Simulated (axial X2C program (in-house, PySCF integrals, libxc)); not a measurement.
Spectroscopic constants of TaF

All values were computed with an axial X2C code built on PySCF integrals. Spin-free means the one-electron spin-free X2C Hamiltonian; two-component (2c) means X2C with spin–orbit coupling and atomic mean-field two-electron Coulomb and Gaunt terms, so the difference of the two also holds small scalar two-electron terms. Basis: Ta dyall-v3z [13s14p9d7f2g], F dyall-v3z [6s5p2d1f] (cores contracted in-house); Gaussian nuclei, density fitting, unrestricted open shells. Masses: Ta 180.948 u, F 18.998 u.

The run was started with this input:
```json
{"zs": [73, 9], "q": 0, "bas": ["dyall-v3z", "dyall-v3z"], "levels": ["PBE0", "HF", "B97-3", "PBEsol"], "cc": false, "r0": 2.1, "npts": 10, "nst": 2, "ntry": 6, "thr": -0.35}
```
```bash
python so2c.py task.json out
```

Keys: zs atomic numbers; q charge; bas basis sets; levels methods; cc coupled cluster on or off; r0 starting distance in Å; npts points on the curve; nst determinants followed; ntry starts of the search; thr threshold in hartree for freezing inner shells (an s shell follows its p shell). HF also brings MP2.

State, spin-free: M_S = 1, Λ = 0 (beyond evenly filled blocks: δ+α, δ-α); electrons by block: σα: 16, σβ: 16, π+α: 8, π+β: 8, π-α: 8, π-β: 8, δ+α: 4, δ+β: 3, δ-α: 4, δ-β: 3, φ+α: 1, φ+β: 1, φ-α: 1, φ-β: 1. Fragments: Ta + F.

State, 2c: Ω = 1 (⟨Sz⟩ = 0.98, ⟨Lz⟩ = 0.02 at PBE0); electrons by block: 1/2: 24, -1/2: 24, 3/2: 11, -3/2: 12, 5/2: 5, -5/2: 4, 7/2: 1, -7/2: 1. Fragments: Ta + F.

```
Hamiltonian   level  Re (Å)  ωe (cm⁻¹)  De (eV)  k (mdyn/Å)  μ (D)
  spin-free    PBE0   1.804      727.0     6.20        5.35  -0.87
  spin-free      HF   1.849      677.7     4.34        4.65  -0.42
  spin-free   B97-3   1.812      713.4     6.08        5.16  -1.07
  spin-free  PBEsol   1.792      742.7     7.02        5.59  -0.77
         2c    PBE0   1.805      721.8      n/a        5.28  -0.85
         2c   B97-3   1.814      708.4      n/a        5.08  -1.05
         2c  PBEsol   1.793      740.4      n/a        5.55  -0.79
```

Dipoles are positive if F is the positive end.

The state is a single determinant with fixed occupations, the lowest that a limited PBE0 search found. De is counted from the lowest determinant-based energies of the atoms at the same level, without counterpoise correction. De is not given where an atomic determinant may have missed its ground term or J level, or where the truncated virtual space spoils (T). Density functionals use the spin component along the axis (collinear). Other states lie close and PBE0, whose exact exchange favours high spin, may order them wrongly; the determinant shown need not be the ground state. The nearest other spin-free determinant of the search, M_S = 2, Λ = 1, lies 0.37 eV up at the distance of the search. The functionals have no current-density term, which raises determinants with orbital currents, atoms included. With several unpaired electrons one determinant need not be a pure state. Open-shell Ω = 0 determinants with evenly filled partner blocks cannot be reached by this program, so the Ω shown need not be the lowest component. The determinant is spin-polarised beyond a pure state at some levels (its spin-free form has ⟨S²⟩ too high), which makes Re and μ there less reliable.

No reliable constants came from HF (2c), MP2 (2c), MP2 (spin-free): no minimum in range, unconverged points, a curve that is not smooth, a change of character along it, or the two Hamiltonians disagreeing along it.

Rough cost a point (2c) on 1 thread(s) of a shared host, integrals apart: PBE0 4 s, B97-3 4 s, PBEsol 1.5 s.

The whole task took 6.5 min on 1 thread of Arm Neoverse N1, with other jobs on the host.
